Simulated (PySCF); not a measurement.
Correlation energy of O⁻ (oxygen, charge -1)

[He] 2s2 2p5, 2P determinant. Calculation: PySCF 2.14, in aug-cc-pVDZ-DK (4s3p2d, 23 functions); scalar relativity by spin-free X2C-1e. Frozen: 1s2; 7 electrons correlated.

MP2 pair energies summed by pair of shells (mhartree):

```json
{"pair": "2p-2p", "energy": "-114.26", "share (%)": "64.8"}
{"pair": "2s-2p", "energy": "-53.38", "share (%)": "30.3"}
{"pair": "2s-2s", "energy": "-8.73", "share (%)": "5.0"}
```

Total MP2 correlation energy: -176.38 mhartree.

Same-spin part -45.84 and opposite-spin part -130.53 mhartree; SCS-MP2 scales them by 1/3 and 6/5 to -171.92 mhartree.
